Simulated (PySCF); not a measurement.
**Working out the ionisation energy of Bi**

Bi [Xe] 4f14 5d10 6s2 6p3 (4S) → Bi⁺ [Xe] 4f14 5d10 6s2 6p2 (3P). Calculation: PySCF 2.14, in x2c-QZVPPall (16s10p9d6f1g, 142 functions); scalar relativity by spin-free X2C-1e. Frozen: [Kr] 4d10 4f14. Energies in hartree (1 hartree = 27.21139 eV):

```json
{"part": "UHF", "Bi (lower)": "-21529.477343", "Bi⁺ (upper)": "-21529.175390"}
{"part": "MP2 opposite-spin", "Bi (lower)": "-0.424899", "Bi⁺ (upper)": "-0.416916"}
{"part": "MP2 same-spin", "Bi (lower)": "-0.238947", "Bi⁺ (upper)": "-0.226428"}
```

Task: What does Hartree-Fock give?

Result: (-21529.175390) − (-21529.477343) = 0.301953 hartree = 8.217 eV.

Task: What do MP2 and SCS-MP2 (6/5 opposite-spin, 1/3 same-spin) give?

Result: The opposite-spin parts differ by 0.217 eV and the same-spin parts by 0.341 eV. MP2: 8.217 + (0.217) + (0.341) = 8.775 eV. SCS-MP2: 8.217 + 1.2 × (0.217) + (0.341)/3 = 8.591 eV.

Reference: 7.286 eV (measured; NIST Atomic Spectra Database, ionization energies), between the lowest levels; spin-orbit coupling is absent from the calculation.

What remains against the reference includes basis incompleteness, the frozen core and correlation beyond second order.
